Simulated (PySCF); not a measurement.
## Working out the ionisation energy of O⁺

O⁺ [He] 2s2 2p3 (4S) → O²⁺ [He] 2s2 2p2 (3P). All numbers are calculated (PySCF 2.14, the non-relativistic Hamiltonian (point nucleus), in cc-pVDZ). Frozen: 1s2. Energies in hartree (1 hartree = 27.21139 eV):

```tsv
part	O⁺ (lower)	O²⁺ (upper)
UHF	-74.352468	-73.081026
CCSD correlation	-0.084784	-0.077832
(T)	-0.000526	-0.000601
```

What does Hartree-Fock give?

(-73.081026) − (-74.352468) = 1.271442 hartree = 34.598 eV.

What do CCSD and CCSD(T) give?

The CCSD correlation energies differ by 0.006952 hartree = 0.189 eV and the triples by -0.000075 hartree = -0.002 eV, so CCSD gives 34.787 eV and CCSD(T) 34.785 eV.

Reference: 35.121 eV (measured; NIST Atomic Spectra Database, ionization energies), between the lowest levels; spin-orbit coupling is absent from the calculation.

A double-zeta basis recovers only part of the correlation energy.

What remains against the reference includes basis incompleteness, the frozen core and higher excitations.
